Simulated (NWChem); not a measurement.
Species: MgH₂SO; SMILES [OH][Mg][SH]

```xyz
5

Mg     0.0043    -0.5907    -0.1027
O     -0.1930    -2.3747    -0.1851
H     -0.0577    -3.0588     0.4775
S      0.2493     1.7023    -0.0899
H     -1.0313     1.9129     0.2983
```
Atoms are numbered in this order, from 1.

All runs use the structure optimised with B3LYP/6-31G* (spherical d).

 Unshifted, non-relativistic core excitations; the lowest 4 roots alone, so stronger bands may lie above.

Problem. List the first S K-edge excitations from PBE/def2-TZVP, restricted-window TDA (NWChem).

Solution. 
| state | energy (eV) | dipole oscillator strength | leading excitation (squared amplitude) |
|---|---|---|---|
| S1 | 2393.1 | 0.0010 | 1s of atom 4 or its equivalents → LUMO (1.00) |
| S2 | 2394.5 | 0.0001 | 1s of atom 4 or its equivalents → LUMO+1 (1.00) |
| S3 | 2394.8 | 0.0008 | 1s of atom 4 or its equivalents → LUMO+2 (1.00) |
| S4 | 2395.3 | 0.0023 | 1s of atom 4 or its equivalents → LUMO+3 (1.00) |
